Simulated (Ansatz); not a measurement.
`BN(C)[SiH2]S`. Charge 0, multiplicity 1. The structure was optimised at the PBE0-D4/def2-TZVP level. It is one conformer, not always the lowest.

```xyz
13

B    -0.106   -0.882    1.362
N    -0.321   -0.206    0.159
C    -1.670    0.031   -0.350
Si    0.924    0.489   -0.858
S     2.914   -0.010   -0.325
H    -1.054   -1.282    1.977
H     1.008   -1.047    1.761
H    -2.401   -0.377    0.348
H    -1.867    1.102   -0.468
H    -1.814   -0.446   -1.324
H     0.724    1.961   -0.861
H     0.755   -0.030   -2.239
H     2.906    0.696    0.818
```

What is the dipole moment at r2SCAN/def2-TZVPP? (An estimate is asked.)

Ansatz gave: 1.74 D, with components (-1.30, 1.05, -0.47) D in this frame, pointing from negative to positive charge.

And with PBE, B3LYP, ωB97M-V? (Estimate.)

Ansatz gave: PBE 1.72 D, B3LYP 1.71 D, ωB97M-V 1.69 D.

Give the Mulliken charges with r2SCAN, B3LYP, ωB97M-V in def2-TZVPP. (Estimate.)

The calculation gave: 
```csv
atom,r2SCAN,B3LYP,ωB97M-V
B1,-0.07,-0.14,-0.18
N2,-0.14,-0.12,-0.18
C3,-0.09,-0.20,-0.26
Si4,0.40,0.38,0.28
S5,-0.25,-0.25,-0.23
H6,-0.03,0.00,0.04
H7,-0.01,0.02,0.06
H8,0.06,0.10,0.11
H9,0.07,0.11,0.13
H10,0.07,0.11,0.13
H11,-0.07,-0.06,-0.02
H12,-0.07,-0.06,-0.02
H13,0.11,0.11,0.13
```

B3LYP here is the variant with VWN-RPA as its local correlation; programs differ in this.
